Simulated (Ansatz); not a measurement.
Consider the atomization: `[CH3][Ge@H]1[O][C@@H]1F` → 2 C• + F• + Ge• + 5 H• + O•.

Isolated molecules relaxed with PBE0-D4/def2-TZVP in Ansatz; ΔE leaves out vibrations. CCSD(T)/CBS is the MP2 limit (def2-TZVPP, def2-QZVPP) plus CCSD(T) − MP2 in def2-TZVPP, frozen cores. This one scheme is used for every species, atoms too. DFT in def2-TZVPP. B3LYP here is the variant with VWN-RPA as its local correlation; programs differ in this. No spin–orbit coupling; open shells (•) take unrestricted orbitals. Spin–orbit coupling would lower the free atoms: a little for C, F, O; clearly for Ge. Bonds to Ge are less sure, by a few kJ/mol each and by 10 to 20 or more in all where they break to atoms, as the def2 sets lack core-valence functions. Scalar relativity is left out up to krypton.

What is ΔE at CCSD(T)/CBS? (Best estimate.)

Computed: +3613.6 kJ/mol.

What do these levels give: PBE-D4, B97M-V, PBE0-D4, PBE0, B3LYP, CAM-B3LYP, MP2/def2-SVP, CCSD/def2-SVP, HF/def2-TZVPP, MP2/def2-TZVPP, CCSD/def2-TZVPP, MP2/def2-QZVPP? (An estimate is asked.)

Computed: PBE-D4 3713.7, B97M-V 3621.8, PBE0-D4 3609.4, PBE0 3594.6, B3LYP 3556.2, CAM-B3LYP 3593.2, MP2/def2-SVP 3453.6, CCSD/def2-SVP 3339.0, HF/def2-TZVPP 2473.4, MP2/def2-TZVPP 3602.0, CCSD/def2-TZVPP 3448.8, MP2/def2-QZVPP 3656.6 kJ/mol.

Largest T1 diagnostic among the species: 0.014.

The D4 term adds +28.4 kJ/mol with B3LYP and +14.8 kJ/mol with PBE0; it sums over pairs of atoms, weighted by their polarisabilities, and B3LYP, whose exchange is more repulsive, gets the larger term. In def2-TZVPP, CCSD(T) changes the Hartree–Fock value by +1047.4 kJ/mol (the triples alone add +71.9 kJ/mol) and MP2 by +1128.7 kJ/mol; breaking electron pairs costs correlation energy, which Hartree–Fock lacks. From r2SCAN to r2SCAN0 (25 % exact exchange), in def2-TZVPP and without D4, ΔE moves by −90.8 kJ/mol: exact exchange takes away binding that semilocal exchange gives to molecules.

For atomizations the MP2-based limit and the directly extrapolated one differ by several kJ/mol either way, and by 10 to 25 for some Ge, Se and Sn compounds, so smaller differences from it don't rank the levels.
